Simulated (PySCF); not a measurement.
H4Ge (SMILES [GeH4]), singlet, geometry from GFN2-xTB; B3LYP/STO-3G (PySCF).

Input for PySCF:
```python
from pyscf import gto, scf, dft

mol = gto.Mole()
mol.atom = '''
    Ge    0.000000   -0.000000    0.000000
    H    -0.590070   -0.864825   -1.049661
    H     0.555123   -0.846366    1.083234
    H    -1.048727    0.888596    0.555392
    H     1.083674    0.822595   -0.588965
'''
mol.basis = 'sto-3g'
mol.charge = 0
mol.spin = 0
mol.verbose = 4
mol.build()

mf = dft.RKS(mol)
mf.xc = 'b3lyp'
mf.grids.atom_grid = (75, 302)
mf.kernel()
```

It wrote (shortened):

```
PySCF version 2.14.0

[INPUT] verbose = 4
[INPUT] num. atoms = 5
[INPUT] num. electrons = 36
[INPUT] charge = 0
[INPUT] spin (= nelec alpha-beta = 2S) = 0
[INPUT] symmetry False subgroup None
[INPUT] Mole.unit = angstrom
[INPUT] Symbol           X                Y                Z      unit          X                Y                Z       unit  Magmom
[INPUT]  1 Ge     0.000000000000   0.000000000000   0.000000000000 AA    0.000000000000   0.000000000000   0.000000000000 Bohr   0.0
[INPUT]  2 H     -0.590070000000  -0.864825000000  -1.049661000000 AA   -1.115070694322  -1.634282395677  -1.983571813637 Bohr   0.0
[INPUT]  3 H      0.555123000000  -0.846366000000   1.083234000000 AA    1.049030435447  -1.599399941144   2.047015588817 Bohr   0.0
[INPUT]  4 H     -1.048727000000   0.888596000000   0.555392000000 AA   -1.981806809437   1.679203075384   1.049538771774 Bohr   0.0
[INPUT]  5 H      1.083674000000   0.822595000000  -0.588965000000 AA    2.047847068312   1.554479261437  -1.112982546954 Bohr   0.0

nuclear repulsion = 47.0000950020462
number of shells = 12
number of NR pGTOs = 66
number of NR cGTOs = 22
basis = sto-3g
ecp = {}

******** <class 'pyscf.dft.rks.RKS'> ********
method = RKS
initial guess = minao
damping factor = 0
level_shift factor = 0
DIIS = <class 'pyscf.scf.diis.CDIIS'>
diis_start_cycle = 1
diis_space = 8
diis_damp = 0
SCF conv_tol = 1e-09
SCF conv_tol_grad = None
SCF max_cycles = 50
direct_scf = True
direct_scf_tol = 1e-13
XC library pyscf.dft.libxc version 7.1.2
    S. Lehtola, C. Steigemann, M. J. T. Oliveira, and M. A. L. Marques,  SoftwareX 7, 1–5 (2018)
XC functionals = b3lyp
    P. J. Stephens, F. J. Devlin, C. F. Chabalowski, and M. J. Frisch,  J. Phys. Chem. 98, 11623 (1994)
radial grids:
    Treutler-Ahlrichs [JCP 102, 346 (1995); DOI:10.1063/1.469408] (M4) radial grids

becke partition: Becke, JCP 88, 2547 (1988); DOI:10.1063/1.454033
pruning grids: <function nwchem_prune>
grids dens level: 3
symmetrized grids: False
atomic radii adjust function: <function treutler_atomic_radii_adjust>
User specified grid scheme (75, 302)
small_rho_cutoff = 0
Set gradient conv threshold to 3.16228e-05
Initial guess from minao.
tot grids = 72392
init E= -2052.95433127754
  HOMO = -0.562781552630337  LUMO = 0.0209372643105263  gap/eV = 15.88380
cycle= 1 E= -2055.40387856284  delta_E= -2.45  |g|= 0.363  |ddm|= 2.17
  HOMO = -0.0163545598800157  LUMO = 0.349675904057078  gap/eV = 9.96020
cycle= 2 E= -2055.42351571115  delta_E= -0.0196  |g|= 0.324  |ddm|=  1.3
  HOMO = -0.214264693452101  LUMO = 0.331661916171992  gap/eV = 14.85542
cycle= 3 E= -2055.45790500503  delta_E= -0.0344  |g|= 0.00764  |ddm|= 0.573
  HOMO = -0.211743201821145  LUMO = 0.332076163818131  gap/eV = 14.79808
cycle= 4 E= -2055.45792800162  delta_E= -2.3e-05  |g|= 0.0011  |ddm|= 0.0181
  HOMO = -0.211788290397849  LUMO = 0.332180845956922  gap/eV = 14.80215
cycle= 5 E= -2055.45792854997  delta_E= -5.48e-07  |g|= 3.96e-05  |ddm|= 0.00207
  HOMO = -0.211840453591769  LUMO = 0.33217526856228  gap/eV = 14.80342
cycle= 6 E= -2055.45792855024  delta_E= -2.76e-10  |g|= 3.41e-07  |ddm|= 4.34e-05
  HOMO = -0.211840133995424  LUMO = 0.33217532401235  gap/eV = 14.80341
Extra cycle  E= -2055.45792855024  delta_E= -4.55e-13  |g|= 2.22e-07  |ddm|= 1.11e-06
converged SCF energy = -2055.45792855024
```
